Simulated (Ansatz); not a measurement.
Born–Oppenheimer molecular dynamics of ClFGaH₃O (7 atoms, charge 0, multiplicity 1). It starts at the highest image of a converged band, a first-order saddle point between two minima.

Method: RHF/def2-SVP (Ansatz).

```
ensemble                      : NVE (velocity Verlet)
time step                     : 0.5 fs
steps asked                   : 200
starting velocities drawn for : 100 K
seed                          : 10044
```

First frame:

```xyz
7
Properties=species:S:1:pos:R:3
Ga -0.005 0.179 -0.039
O 0.030 0.034 1.851
H -0.623 -0.339 2.423
Cl 1.851 -0.456 -0.921
H -1.379 0.132 -0.752
F 0.310 1.969 0.836
H 0.196 1.277 1.657
```

(1) How far do the bonds stretch over the last three quarters of this one trajectory? (Pairs bonded in most of those frames.)

## Answers

(1) 
```csv
bond,mean (Å),spread (Å),shortest,longest
Ga1–Cl4,2.161,0.008,2.14,2.17
Ga1–H5,1.552,0.025,1.51,1.59
Ga1–F6,1.745,0.077,1.64,1.87
O2–H3,0.950,0.016,0.92,0.98
O2–H7,0.954,0.028,0.91,1.00
```

Mean temperature of the second half: 677 K. The conserved energy stayed within 0.24 meV per atom of its start (net change -0.095 meV per atom), so the integration is sound. The kinetic energy rose, since the run started high on the potential surface and went downhill. It ends in pieces (ClFGaH + H2O), so much of that is their flight and rotation, not heat. A run of 0.1 ps of so small a system gives no equilibrium averages. The orbitals stay closed-shell, which can raise the energy where a bond breaks towards radicals; this wasn't checked here.

The run took 5.6 min on 1 thread of Arm Neoverse V2 (shared host), peak memory 0.19 GiB.
